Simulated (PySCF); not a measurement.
# Structure from 2D NMR

Compound of formula C2H11FO2Si4. Correlations simulated from computed shifts and the bond graph:

HSQC (one-bond C–H):
```tsv
δH	δC
5.63	125.4
```

COSY cross peaks (H two or three bonds apart, from the bond graph; peaks can be absent where the dihedral angle is near 90°):
```tsv
δH	δH
5.64	5.63
```

HMBC (two and three bonds, from the bond graph):
```tsv
δH	δC
5.64	189.4, 125.4
5.63	189.4
5.16	189.4, 125.4
```

Carbons without hydrogens: δ 189.4.

PySCF calculation with NMR shieldings at PBE0/pcSseg-1/GIAO and geometry: GFN2-xTB; one computed conformer, no relativistic terms, no solvent, fast rotation and ring inversion assumed for equivalent nuclei.

Referencing at the same level of theory: TMS for 1H, 13C.

Exchangeable hydrogens are left out of these lists.

Work out the connectivity.

## Answers

`F/C(=C\[SiH2]O[SiH3])[SiH2]O[SiH3]`.

Atoms are numbered as in `[F:1]/[C:2](=[CH:3]\[SiH2:4][O:5][SiH3:6])[SiH2:7][O:8][SiH3:9]`. Each H is labelled by its parent atom.

- δC 189.4 is C2, a fully substituted alkene carbon.
- δC 125.4 is C3, an alkene CH (δH 5.63).
- HMBC from δH 5.64 reaches the proton-free carbon C2.
- HMBC from δH 5.63 reaches the proton-free carbon C2.
- HMBC from δH 5.16 reaches the proton-free carbon C2.
- COSY links 5.64–5.63.

The data come from this structure; uniqueness wasn't tested.

Shifts are as computed. Against solution values, carbons near 30 ppm lie about +3 ppm off and those near 130 ppm about +5 ppm. Of 1309 compounds with measured shifts, 239 miss one by over three times the rms of a fit or turn the order of signals round; such compounds aren't used in these exercises.
